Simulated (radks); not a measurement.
Charge is removed step by step from the 3d level of Co+, starting from [Ar] 3d8. Calculated with a radial shooting solver on a logarithmic mesh with Libxc functionals: non-relativistic Kohn-Sham, PBE, spin-unpolarised, spherical densities, point nucleus.

\begin{tabular}{lrrr}
removed (e) & E - E(0) (eV) & eigenvalue (eV) & E minus straight line (eV) \\ \hline
0 & 0.000 & -12.320 & 0.000 \\
0.25 & 3.497 & -15.697 & -1.372 \\
0.5 & 7.869 & -19.321 & -1.868 \\
0.75 & 13.176 & -23.176 & -1.430 \\
1 & 19.475 & -27.245 & 0.000 \\
\end{tabular}

Removing the whole electron costs 19.475 eV by Delta-SCF, against 12.320 eV from minus the eigenvalue at the starting occupation. Slater's transition state (half an electron removed) gives 19.321 eV. Integrating minus the eigenvalue over the occupation (Janak's theorem) gives 19.475 eV. The mean slope of the eigenvalue, de/dn, is 14.9 eV per electron. Ionisation energy of Co+ in the NIST Atomic Spectra Database: 17.084 eV (measured).

Beside tabulated values, note that spin-unpolarised runs miss the spin-polarisation part of the exchange energy of open shells.
